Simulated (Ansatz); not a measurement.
Br$_{2}$H$_{4}$In$_{2}$ (`[Br+]1[InH2-][Br+][InH2-]1`), charge 0, multiplicity 1.

Question: Give a relaxed structure at PBE0-D4/def2-TZVP (Ansatz 0.2.0). (Best estimate.)

Answer: The calculation gave: 
Z-matrix (Å, degrees):
```
In
Br 1 2.704
Br 1 2.704 2 90.1
H 1 1.700 2 104.2 3 104.7
H 1 1.701 2 104.0 3 -104.4
In 2 2.704 1 89.7 3 5.2
H 6 1.700 2 104.2 1 -109.9
H 6 1.701 2 104.0 1 99.3
```
Point group C2v.
